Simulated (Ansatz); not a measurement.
Species: C$_{6}$H$_{6}$N, charge 0, multiplicity 2. It need not be the lowest isomer of its formula. 
Structure (B3LYP-D3(BJ)/def2-TZVP (Ansatz, a first-principles code) minimum search):
```
C
C 1 1.3375
H 2 1.0808 1 124.59
C 1 1.4195 2 125.48 3 0.00
N 4 1.1533 2 155.44 3 0.00
C 2 1.5028 3 123.64 1 180.00
H 6 1.1003 2 111.44 3 58.40
H 6 1.1003 7 104.90 2 120.72
C 6 1.4950 7 113.25 8 123.98
H 9 1.0789 6 124.52 7 -59.64
C 9 1.4934 10 124.19 6 -180.00
H 11 1.0987 9 113.43 10 -60.14
H 11 1.0987 12 105.46 1 120.92
```
Charge 0, spin multiplicity 2.

Total electronic energies in hartree. Correlated levels leave the core frozen unless marked. UHF or UKS for open shells. No spin-orbit coupling. Non-relativistic. Basis-set limits of correlation are two-point, X^-3; Hartree-Fock from the larger set.

The UHF reference is spin-contaminated (<S^2> 0.17 over the pure value in the largest basis). 

```tsv
level	program	energy (Eh)
BLYP-D3(BJ)/def2-TZVPD	Ansatz + dftd3	-286.92629
B97M-V/def2-TZVPD	Ansatz	-287.01773
PBE0/def2-SVP	Ansatz	-286.36135
BHLYP/def2-TZVPD	Ansatz	-286.84059
wB97M-V/def2-TZVPD	Ansatz	-286.90041
B2GP-PLYP-D4/def2-TZVPD	Ansatz + dftd4	-286.70899
B2GP-PLYP/def2-TZVPD	Ansatz	-286.70422
MP2/6-31G	Ansatz	-285.56976
MP2/6-31G*	Ansatz	-285.96642
SCS-MP2/6-31G*	Ansatz	-285.94351
CCSD/STO-3G	Ansatz	-282.05844
CCSD/6-31G	Ansatz	-285.63504
CCSD/6-31G*	Ansatz	-286.02662
CCSD(T)/STO-3G	Ansatz	-282.06542
CCSD(T)/CBS(cc-pVTZ,cc-pVQZ)	Ansatz	-286.5167
```

Totals of different functionals don't rank their quality; only differences between species are comparable.
